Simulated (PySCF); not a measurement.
Geometry (Å), atoms numbered from 1 in this order:
```xyz
14

F    -0.083   -1.968   -1.244
C    -0.317   -0.865   -0.568
C     0.581   -0.033    0.001
C     2.064   -0.151    0.021
F     2.506   -1.088   -0.816
F     2.515   -0.455    1.245
F     2.639    1.010   -0.323
C    -0.170    1.051    0.643
C    -1.492    0.865    0.455
C    -1.708   -0.386   -0.337
H     0.302    1.875    1.180
H    -2.297    1.507    0.812
H    -2.301   -1.143    0.207
H    -2.233   -0.209   -1.293
```

[PySCF: shielding tensors at PBE0/pcSseg-1 (GIAO); coordinates at the PBE0-D3(BJ)/def2-SVP level; single conformer; non-relativistic; no solvent model; equivalent nuclei averaged]

Shifts are taken against calculated references (same method and geometry level): 13C (σref 184.41) and 1H (σref 31.27) vs TMS; CFCl3 for 19F (σref 177.25).

| atoms | nucleus | count | Hirshfeld charge | δ (ppm) |
| --- | --- | --- | --- | --- |
| F1 | 19F | 1 | -0.06 | -106.3 |
| H12 | 1H | 1 | 0.06 | 6.02 |
| C4 | 13C | 1 | 0.25 | 126.4 |
| F5/F6/F7 | 19F | 3 | -0.10 | ? |
| C2 | 13C | 1 | 0.10 | 176.2 |
| C3 | 13C | 1 | -0.08 | 117.9 |
| C10 | 13C | 1 | -0.07 | 41.2 |
| C9 | 13C | 1 | -0.05 | 127.2 |
| H13/H14 | 1H | 2 | 0.07 | ? |
| C8 | 13C | 1 | -0.06 | 138.1 |
| H11 | 1H | 1 | 0.06 | ? |

**Question.** Fill in the missing shifts.

**Answer.** 
- H11: 6.64 ppm, hydrogen on an alkene CH; a vinylic proton, deshielded by the sp2 carbon and the C=C anisotropy
- H13/H14: 3.14 ppm, hydrogen on an allylic sp3 CH2; allylic position
- F5/F6/F7: -75.4 ppm, fluorine of a CF3 group

Shifts are as computed. Against solution values, carbons near 30 ppm lie about +2 ppm off and those near 130 ppm about +5 ppm. Of 1211 compounds with measured shifts, 218 miss one by over three times the rms of a fit or turn the order of signals round; such compounds aren't used in these exercises. Unscaled 19F shifts against computed CFCl3 carry errors that often reach 10 to 50 ppm.
